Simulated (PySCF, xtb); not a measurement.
diisopropyl selenide (C₆H₁₄Se), SMILES CC(C)[Se]C(C)C. Other conformers were not sampled.

Harmonic wavenumbers (cm⁻¹) from GFN2-xTB (xtb) at its own minimum, in rising order: 35, 52, 111, 205, 207, 225, 230, 251, 259, 280, 287, 398, 412, 512, 531, 920, 924, 938, 940, 973, 973, 1033, 1048, 1135, 1139, 1156, 1157, 1206, 1226, 1293, 1297, 1402, 1405, 1414, 1415, 1482, 1483, 1485, 1486, 1491, 1493, 1496, 1500, 2906, 2917, 3005, 3006, 3010, 3013, 3019, 3021, 3026, 3026, 3028, 3031, 3031, 3033.

### Question
What does B3LYP-D3(BJ)/def2-SVP in PySCF 2.14.0 give at its own minimum? (The exact figures need the calculation; the answer reports its results.)

### Answer
44, 54, 121, 238, 239, 253, 266, 272, 286, 310, 312, 403, 424, 549, 562, 894, 899, 929, 931, 958, 962, 1032, 1051, 1129, 1135, 1169, 1176, 1228, 1254, 1329, 1339, 1388, 1391, 1402, 1404, 1455, 1457, 1459, 1461, 1469, 1471, 1477, 1481, 3016, 3017, 3021, 3024, 3056, 3060, 3091, 3095, 3098, 3101, 3120, 3127, 3128, 3133. Paired by order, the mean absolute difference is 33 cm⁻¹ and the zero-point energies are 115.8 and 117.4 kcal/mol.
